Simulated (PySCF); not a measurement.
## Bi²⁺ (bismuth, charge +2) across methods

[Xe] 4f14 5d10 6s1 6p1 6d1, one real determinant (an excited configuration). Calculation: PySCF 2.14, in aug-cc-pVQZ-PP with ECP60MDF; a scalar-relativistic core potential.

```tsv
method	E (hartree)	mean ε 6s α (eV)	mean ε 6p α (eV)	mean ε 6d α (eV)	Σ⟨r²⟩ (bohr²)	⟨S²⟩
PBE0	-212.9484	-35.999	-23.787	-11.947	53.40	3.751
LC-wPBE	-212.9657	-39.021	-26.566	-13.361	53.37	3.751
PBE	-212.9693	-34.579	-22.604	-11.546	53.14	3.751
wB97M-V	-212.8788	-38.315	-26.089	-13.159	53.60	3.751
LDA	-212.6232	-34.958	-22.765	-11.465	53.06	3.751
B3LYP	-213.0092	-35.660	-23.467	-11.824	53.40	3.751
r2SCAN	-213.0373	-34.973	-22.996	-11.462	53.12	3.752
CAM-B3LYP	-212.9003	-37.436	-25.051	-12.589	53.51	3.751
```

(1) Estimate the same row for UHF.

⟨L²⟩ = 8.01 against 12 for a pure F term, so this real determinant mixes terms. Energies and moments cover only the electrons outside the core potential. Spin-orbit coupling, absent here, splits the open shell strongly. The outer electron is Rydberg-like, and this basis confines it to a smaller radius and binds it less than a complete one would.

## Answers

(1) E (hartree) = -212.00232; mean ε 6s α (eV) = -39.359; mean ε 6p α (eV) = -26.791; mean ε 6d α (eV) = -12.732; Σ⟨r²⟩ (bohr²) = 55.17; ⟨S²⟩ = 3.752.
